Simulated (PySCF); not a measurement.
**Tm (thulium, neutral) across methods**

[Xe] 4f13 6s2, 2F determinant. Computed with PySCF 2.14 in x2c-TZVPPall (11s7p7d4f2g, 113 functions), with the spin-free X2C one-electron Hamiltonian (Gaussian nucleus).

| method | E (hartree) | mean ε 6s β (eV) | mean ε 4f α (eV) | mean ε 4f β (eV) | Σ⟨r²⟩ (bohr²) | ⟨S²⟩ |
| --- | --- | --- | --- | --- | --- | --- |
| LDA | -13558.04 | -3.942 | -3.102 | -2.222 | 72.73 | 0.750 |
| r2SCAN | -13567.31 | -3.877 | -3.018 | -2.097 | 75.01 | 0.755 |
| UHF | -13562.26942 | -5.254 | -14.208 | -12.791 | 78.23 | 0.751 |
| PBE0 | -13566.96 | -4.324 | -5.824 | -4.850 | 74.46 | 0.751 |

**Question.** Estimate the same row for PBE.

**Answer.** E (hartree) = -13567.20; mean ε 6s β (eV) = -3.785; mean ε 4f α (eV) = -2.883; mean ε 4f β (eV) = -2.036; Σ⟨r²⟩ (bohr²) = 73.83; ⟨S²⟩ = 0.751.

Spin-orbit coupling, absent here, splits the open shell strongly.
